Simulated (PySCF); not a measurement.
```xyz
8

C     -1.6859     0.1370     0.0069
C     -0.4348    -0.1877     0.0260
C      0.8286    -0.5301     0.0464
C      1.8776     0.4227    -0.0693
N      2.7503     1.1690    -0.1605
H     -2.2149     0.3784     0.9233
H     -2.2370     0.1830    -0.9270
H      1.1161    -1.5723     0.1542
```

Charge 0, multiplicity 1.

Question: Give the Mulliken and meta-Löwdin atomic charges from PySCF with PBE-D3(BJ)/def2-TZVP // PBE0-D3(BJ)/def2-TZVP.

Answer: 
```tsv
atom	Mulliken (e)	meta-Löwdin (e)
C1	-0.25	-0.28
C2	0.05	0.08
C3	-0.09	-0.20
C4	-0.25	0.11
N5	0.06	-0.21
H6	0.16	0.16
H7	0.16	0.16
H8	0.16	0.17
```
